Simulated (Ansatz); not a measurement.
Basis-set extrapolation for `S[SiH]1BCC1` (PBE0-D4/def2-TZVP geometry, frozen core, the Gaussian-basis code of Ansatz). Multiplicity 1, RHF reference.

|  | def2-TZVPP | def2-QZVPP |
| --- | --- | --- |
| HF | -790.998697 | -791.023337 |
| MP2 correlation | -0.733537 | -0.786034 |
| CCSD(T) correlation | -0.829998 | not run |

Energies in hartree. Use E(X) = E(∞) + A·exp(−7.88·√X) for Hartree–Fock and E(X) = E(∞) + B·X^(−2.97) for correlation, with X = 3 and 4, and add CCSD(T) minus MP2 of the smaller set to the MP2 limit.

Problem. What is the CCSD(T) energy at the basis-set limit?

Solution. HF limit: -791.023337 + (-0.024640) × 0.13774 = -791.02673. MP2 limit: -0.786034 + (-0.052497) × 0.74074 = -0.82492. Higher-order term: -0.829998 − (-0.733537) = -0.09646. Total: -791.94811 hartree, 313.5 kJ/mol below CCSD(T)/def2-TZVPP.
